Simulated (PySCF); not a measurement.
CH7Si2, SMILES C([SiH2])[SiH3], multiplicity 2. Atoms are numbered in the order given.

```xyz
10

Si     1.6153     0.3505     0.0635
C      0.1030    -0.7075    -0.3592
Si    -1.5646    -0.0036     0.1823
H      2.8929    -0.3223    -0.3323
H      1.5292     1.6945    -0.5885
H      0.0818    -0.8572    -1.4553
H      0.2306    -1.7049     0.0956
H     -2.6790    -0.8971    -0.2519
H     -1.7737     1.3450    -0.4219
H     -1.6108     0.1302     1.6677
```
Charge 0, spin multiplicity 2.

Geometry: B3LYP-D3(BJ)/def2-SVP. The isomer is the one that the SMILES or the coordinates give; other isomers of the formula were not compared.

Computed with PBE0/pcH-1 run with PySCF.

Unrestricted Kohn–Sham, ⟨S²⟩ = 0.752. Hyperfine tensors hold the contact and dipolar terms, without spin-orbit corrections.

Computed hyperfine couplings:
```json
[
 {"nucleus": "29Si no. 1", "A(iso) (MHz)": "-471.3", "A(iso) (G)": "-168.2", "dipolar principal values (MHz)": "-168.0, 83.7, 84.3"},
 {"nucleus": "13C no. 2", "A(iso) (MHz)": "17.5", "A(iso) (G)": "6.2", "dipolar principal values (MHz)": "-3.8, -3.5, 7.3"},
 {"nucleus": "29Si no. 3", "A(iso) (MHz)": "-6.9", "A(iso) (G)": "-2.4", "dipolar principal values (MHz)": "-1.1, 0.3, 0.8"},
 {"nucleus": "1H no. 4", "A(iso) (MHz)": "32.3", "A(iso) (G)": "11.5", "dipolar principal values (MHz)": "-9.3, 1.0, 8.3"},
 {"nucleus": "1H no. 5", "A(iso) (MHz)": "25.2", "A(iso) (G)": "9.0", "dipolar principal values (MHz)": "-9.4, 1.0, 8.4"},
 {"nucleus": "1H no. 6", "A(iso) (MHz)": "60.3", "A(iso) (G)": "21.5", "dipolar principal values (MHz)": "-4.1, 0.7, 3.5"},
 {"nucleus": "1H no. 7", "A(iso) (MHz)": "1.4", "A(iso) (G)": "0.5", "dipolar principal values (MHz)": "-3.9, -2.4, 6.3"},
 {"nucleus": "1H no. 8", "A(iso) (MHz)": "-1.5", "A(iso) (G)": "-0.5", "dipolar principal values (MHz)": "-0.9, -0.7, 1.6"},
 {"nucleus": "1H no. 9", "A(iso) (MHz)": "-0.2", "A(iso) (G)": "-0.1", "dipolar principal values (MHz)": "-1.4, -1.2, 2.6"},
 {"nucleus": "1H no. 10", "A(iso) (MHz)": "-0.8", "A(iso) (G)": "-0.3", "dipolar principal values (MHz)": "-1.9, -1.5, 3.5"}
]
```

Q: And the g tensor (effective nuclear charges for spin-orbit coupling, GIAO)? (Estimate from the structure and the level; the computed values follow.)

A: principal values 2.0022, 2.0043, 2.0046; isotropic 2.0037.
